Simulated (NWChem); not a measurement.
System: CH4ClFOSi; SMILES CO[Si@H](F)Cl

Here is an NWChem input.

```
start job
memory heap 200 mb stack 900 mb global 1100 mb
geometry units angstroms noautosym nocenter noautoz
  C     -0.920610     2.049191    -0.478866
  O     -0.125747     1.444516     0.533164
  Si     0.522467    -0.069828     0.492694
  F      1.724026    -0.164811    -0.604748
  Cl    -0.904952    -1.449366    -0.091225
  H     -1.710505     1.357606    -0.844961
  H     -0.297688     2.365709    -1.343223
  H     -1.407038     2.946370    -0.047735
  H      1.061196    -0.369030     1.840249
end
basis spherical
  * library 6-31g*
end
dft
  xc b3lyp
  iterations 150
end
cosmo
  do_cosmo_smd true
  solvent anisole
end
task dft energy
```

Excerpt of the output:

```
             Northwest Computational Chemistry Package (NWChem) 7.3.0
             --------------------------------------------------------

                             Geometry "geometry" -> ""
                             -------------------------

 Output coordinates in angstroms (scale by  1.889725989 to convert to a.u.)

  No.       Tag          Charge          X              Y              Z
 ---- ---------------- ---------- -------------- -------------- --------------
    1 C                    6.0000    -0.92061000     2.04919100    -0.47886600
    2 O                    8.0000    -0.12574700     1.44451600     0.53316400
    3 Si                  14.0000     0.52246700    -0.06982800     0.49269400
    4 F                    9.0000     1.72402600    -0.16481100    -0.60474800
    5 Cl                  17.0000    -0.90495200    -1.44936600    -0.09122500
    6 H                    1.0000    -1.71050500     1.35760600    -0.84496100
    7 H                    1.0000    -0.29768800     2.36570900    -1.34322300
    8 H                    1.0000    -1.40703800     2.94637000    -0.04773500
    9 H                    1.0000     1.06119600    -0.36903000     1.84024900

 Effective nuclear repulsion energy (a.u.)     306.4866435363

                                 NWChem DFT Module
                                 -----------------

 Summary of "ao basis" -> "ao basis" (spherical)
 ------------------------------------------------------------------------------
       Tag                 Description            Shells   Functions and Types
 ---------------- ------------------------------  ------  ---------------------
 C                           6-31g*                  6       14   3s2p1d
 O                           6-31g*                  6       14   3s2p1d
 Si                          6-31g*                  8       18   4s3p1d
 F                           6-31g*                  6       14   3s2p1d
 Cl                          6-31g*                  8       18   4s3p1d
 H                           6-31g*                  2        2   2s

 in cosmo_initialize ...
 calling solv_data for solv:anisole

 solvent parameters
 solvname_short: anisole
 solvname_long:  anisole
 dielec:        4.2247
 dielecinf:     2.3025
 nonaqueous SMD model solvent descriptors
 dielec:        4.2247
 sola:          0.0000
 solb:          0.2900
 solc:          0.7500
 solg:         50.5200
 solh:          0.0000
 soln:          1.5174

          ---------------
          -cosmo- solvent
          ---------------
 Cosmo: York-Karplus, doi: 10.1021/jp992097l
 dielectric constant -eps-     =   4.22
 screen = (eps-1)/(eps    )    =   0.76330
 surface charge correction     = lagrangian

   van der Waals surface
 --------------------------

[...]

                                COSMO-SMD solvation results
                                ---------------------------

             internal energy in gas <Psi(g)|H|Psi(g)> =      -965.406023010248
         internal energy in solvent <Psi(s)|H|Psi(s)> =      -965.405759552751
                               delta internal energy  =         0.000263457496 (    0.17 kcal/mol)
   total free energy in solvent <Psi(s)|H+V/2|Psi(s)> =      -965.409603485398
 polarization energy contribution <Psi(s)|V/2|Psi(s)> =        -0.003843932647 (   -2.41 kcal/mol)
    total free energy in solvent including G(SMD-CDS) =      -965.410274842984
                       G(SMD-CDS) energy contribution =        -0.000671357586 (   -0.42 kcal/mol)
     1 M fixed-concentration free energy of solvation =        -0.004251832736 (   -2.67 kcal/mol)

                       DFT Final Molecular Orbital Analysis
                       ------------------------------------

 Vector   27  Occ=2.000000D+00  E=-3.390105D-01
              MO Center= -6.3D-01, -1.1D+00,  8.3D-02, r^2= 2.5D+00
   Bfn.  Coefficient  Atom+Function         Bfn.  Coefficient  Atom+Function
  ----- ------------  ---------------      ----- ------------  ---------------
    69      0.583558  5 Cl pz                73      0.314070  5 Cl pz
    68     -0.276334  5 Cl py                65     -0.228231  5 Cl pz
    86     -0.187039  9 H  s                 67      0.166695  5 Cl px
    72     -0.157896  5 Cl py                85     -0.124489  9 H  s
    64      0.108280  5 Cl py                71      0.086981  5 Cl px

 Vector   28  Occ=2.000000D+00  E=-3.286337D-01
              MO Center= -5.2D-01,  1.3D+00,  1.7D-01, r^2= 2.9D+00
   Bfn.  Coefficient  Atom+Function         Bfn.  Coefficient  Atom+Function
  ----- ------------  ---------------      ----- ------------  ---------------
    19      0.355528  2 O  pz                18      0.317606  2 O  py
    68      0.265265  5 Cl py                23      0.259397  2 O  pz
    22      0.214645  2 O  py                 5     -0.192109  1 C  pz
    83     -0.173296  8 H  s                 84     -0.173601  8 H  s
     4     -0.155515  1 C  py                80      0.135514  6 H  s

 Vector   29  Occ=2.000000D+00  E=-3.084607D-01
              MO Center= -3.4D-01,  1.3D+00,  6.3D-02, r^2= 2.4D+00
   Bfn.  Coefficient  Atom+Function         Bfn.  Coefficient  Atom+Function
  ----- ------------  ---------------      ----- ------------  ---------------
    17      0.430740  2 O  px                21      0.332488  2 O  px
    19     -0.210991  2 O  pz                18      0.206536  2 O  py
    82     -0.184504  7 H  s                  3     -0.181098  1 C  px
    81     -0.169418  7 H  s                 23     -0.158143  2 O  pz
    22      0.153779  2 O  py                69      0.150729  5 Cl pz

 Vector   30  Occ=0.000000D+00  E= 3.032087D-02
              MO Center=  9.2D-02, -6.0D-01,  1.8D-01, r^2= 3.8D+00
   Bfn.  Coefficient  Atom+Function         Bfn.  Coefficient  Atom+Function
  ----- ------------  ---------------      ----- ------------  ---------------
    38      1.097805  3 Si s                 70     -0.617950  5 Cl s
    34      0.496338  3 Si s                 71     -0.470308  5 Cl px
    40     -0.426055  3 Si py                72     -0.415766  5 Cl py
    86     -0.414886  9 H  s                 41     -0.342933  3 Si pz
    36     -0.334256  3 Si py                52     -0.293601  4 F  s

 Vector   31  Occ=0.000000D+00  E= 4.309158D-02
              MO Center=  6.1D-01,  2.8D-02,  5.9D-01, r^2= 4.2D+00
   Bfn.  Coefficient  Atom+Function         Bfn.  Coefficient  Atom+Function
  ----- ------------  ---------------      ----- ------------  ---------------
    39      0.974786  3 Si px                52     -0.466349  4 F  s
    41     -0.404245  3 Si pz                70      0.403677  5 Cl s
    35      0.359604  3 Si px                82      0.255501  7 H  s
    72      0.237146  5 Cl py                37     -0.212052  3 Si pz
    73      0.207934  5 Cl pz                 8     -0.170468  1 C  py

 Vector   32  Occ=0.000000D+00  E= 5.084424D-02
              MO Center=  4.6D-01,  4.5D-01,  4.7D-01, r^2= 4.3D+00
   Bfn.  Coefficient  Atom+Function         Bfn.  Coefficient  Atom+Function
  ----- ------------  ---------------      ----- ------------  ---------------
    40      0.982647  3 Si py                20     -0.860714  2 O  s
    38      0.393704  3 Si s                 36      0.327175  3 Si py
     9      0.253434  1 C  pz                70      0.239913  5 Cl s
    54     -0.178360  4 F  py                71      0.172762  5 Cl px
    16     -0.171736  2 O  s                 50     -0.170350  4 F  py

     Multipole analysis of the density
     ---------------------------------

     L   x y z        total         alpha         beta         nuclear
     -   - - -        -----         -----         ----         -------
     0   0 0 0     -0.000000    -29.000000    -29.000000     58.000000

     1   1 0 0     -0.281052      1.217321      1.217321     -2.715693
     1   0 1 0      0.606967     -2.580065     -2.580065      5.767096
     1   0 0 1      0.050055     -0.825921     -0.825921      1.701897

     2   2 0 0    -32.537127   -115.947534   -115.947534    199.357940
     2   1 1 0     -2.220542      0.865559      0.865559     -3.951661
     2   1 0 1      1.879961     -1.912914     -1.912914      5.705788
     2   0 2 0    -31.027843   -183.655779   -183.655779    336.283715
     2   0 1 1     -2.373543      2.755479      2.755479     -7.884501
     2   0 0 2    -31.299852    -44.911954    -44.911954     58.524057
```

Level: B3LYP/6-31G* (spherical d), SMD on the gas-phase geometry. All runs use the structure optimised with PBE-D3(BJ)/def2-SVP. B3LYP is NWChem's, with the RPA form of VWN correlation. Solvent: anisole.
